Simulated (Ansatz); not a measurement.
Basis-set extrapolation for C2H5ClOSi (`O[SiH2]/C=C/Cl`) (PBE0-D4/def2-TZVP geometry, frozen core, Ansatz 0.2.0). Multiplicity 1, RHF reference.

|  | def2-TZVPP | def2-QZVPP |
| --- | --- | --- |
| HF | -902.061058 | -902.090165 |
| MP2 correlation | -0.871572 | -0.940906 |
| CCSD(T) correlation | -0.955744 | not run |

Energies in hartree. Use E(X) = E(∞) + A·exp(−7.88·√X) for Hartree–Fock and E(X) = E(∞) + B·X^(−2.97) for correlation, with X = 3 and 4, and add CCSD(T) minus MP2 of the smaller set to the MP2 limit.

Q: What is the CCSD(T) energy at the basis-set limit?

A: HF limit: -902.090165 + (-0.029107) × 0.13774 = -902.09417. MP2 limit: -0.940906 + (-0.069334) × 0.74074 = -0.99226. Higher-order term: -0.955744 − (-0.871572) = -0.08417. Total: -903.17060 hartree, 403.8 kJ/mol below CCSD(T)/def2-TZVPP.
